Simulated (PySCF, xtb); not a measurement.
FH₅N₂Si, SMILES N[SiH](N)F. Other conformers were not sampled.

Harmonic wavenumbers (cm⁻¹) from GFN2-xTB in xtb 6.7.1 at its own minimum, in rising order: 173, 194, 208, 251, 291, 478, 537, 652, 690, 752, 809, 817, 920, 968, 1515, 1519, 2329, 3492, 3495, 3532, 3535.

**Question.** What does B3LYP-D3(BJ)/def2-SVP (PySCF) give at its own minimum? (The exact figures need the calculation; the answer reports its results.)

**Answer.** 217, 252, 278, 335, 368, 386, 419, 724, 787, 802, 847, 901, 944, 985, 1530, 1535, 2245, 3576, 3586, 3674, 3683. Paired by order, the mean absolute difference is 72 cm⁻¹ and the zero-point energies are 38.8 and 40.1 kcal/mol.
